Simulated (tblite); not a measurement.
Compound: C3H12N2Si.
Numbering: `[CH3:1][CH:2]([CH3:3])[NH:4][SiH2:5][NH2:6]` (hydrogens: H7, H8, H9 on C1; H10 on C2; H11, H12, H13 on C3; H14 on N4; H15, H16 on Si5; H17, H18 on N6)

Structure optimised with GFN2-xTB, isolated species.

What internal coordinates does the optimisation give?

```csv
bond,length (Å),order
C1–C2,1.533,single
C2–C3,1.523,single
C2–N4,1.444,single
N4–Si5,1.714,single
Si5–N6,1.727,single
C1–H7 and 5 like bonds,1.087,single
C2–H10,1.101,single
N4–H14,1.008,single
Si5–H15,1.480,single
Si5–H16,1.465,single
"N6–H17, N6–H18",1.006,single
```

Bonds in one row agree within 0.01 Å and their mean is given. Orders are formal, as drawn. A selection of angles:
```csv
angle,degrees
C2–C1–H7,109.6
C2–C1–H9,110.6
H7–C1–H8,108.6
C1–C2–C3,110.4
C1–C2–N4,111.8
C1–C2–H10,108.2
C3–C2–N4,110.4
N4–C2–H10,107.6
H11–C3–H12,108.5
C2–N4–Si5,126.5
C2–N4–H14,112.1
Si5–N4–H14,116.7
N4–Si5–N6,102.9
N4–Si5–H15,113.7
N4–Si5–H16,111.5
N6–Si5–H15,113.8
N6–Si5–H16,105.6
H15–Si5–H16,109.1
Si5–N6–H17,116.3
Si5–N6–H18,118.2
H17–N6–H18,108.9
```

Dihedral angles: C1–C2–N4–Si5 83° (synclinal); C2–N4–Si5–N6 -169° (antiperiplanar). The mirror-image conformer, all signs reversed, is as good.

N6 (silicon-bound nitrogen) is pyramidal (angles 118.2°, 116.3° and 108.9°, sum 343.4°, 0.28 Å off the plane of its three neighbours). Of the pairs four or more bonds apart, Si5···H11 is among the closest relative to their van der Waals radii: 2.88 Å, 87 % of the sum of Bondi's values. N4 (silicon-bound nitrogen) has angles 126.5°, 116.7° and 112.1°, sum 355.2°, 0.17 Å off the plane of its three neighbours. Si5 (SiH2 silicon) is distorted tetrahedral (angles from 102.9° to 113.8°).

Point group: C1 (no symmetry element, even within 0.4 Å). Its GFN2-xTB frequencies are all real (lowest 61 cm⁻¹). One conformer, not necessarily the lowest (C1–C2–N4–Si5 83°, C2–N4–Si5–N6 -169°, N4–Si5–N6–H -167° and 61°).

On one thread, Arm Neoverse N1 (aarch64), shared host with 64 logical CPUs at a one-minute load of 61, this took 0.97 s wall. These figures are those of the optimisation.

The numbers are calculated, not measured.
